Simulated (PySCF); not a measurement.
Computed shifts of a molecule C2H13NSi3, B3LYP/pcSseg-1 run with PySCF, GIAO, gas phase, atoms alike by connectivity averaged where their shifts nearly agree, in ppm (number of nuclei): ¹³C: 3.8 (1), 0.6 (1). ²⁹Si: -8.9 (1), -52.1 (1), -105.6 (1). ¹⁵N: 20.4 (1). ¹H: 5.21 (1), 5.12 (1), 5.05 (1), 3.59 (3), 0.60 (3), 0.45 (3), -0.64 (1). References: ¹³C against TMS (σ = 181.3 ppm); ²⁹Si against TMS (σ = 338.7 ppm); ¹⁵N against NH3 (σ = 265.5 ppm); ¹H against TMS (σ = 31.68 ppm), references at their B3LYP-D3(BJ)/def2-TZVP geometries, non-relativistic. Geometry optimised at B3LYP-D3(BJ)/def2-SVP. Other conformers were not sampled.

**Question.** Which molecule gave these data?
(A) CN[SiH2][Si@@H](C)[SiH3]
(B) C[SiH2][SiH2][C@@H](N)[SiH3]
(C) C[SiH2][SiH2]N(C)[SiH3]
(D) C[SiH](C)N[SiH2][SiH3]

**Answer.** D, C[SiH](C)N[SiH2][SiH3]
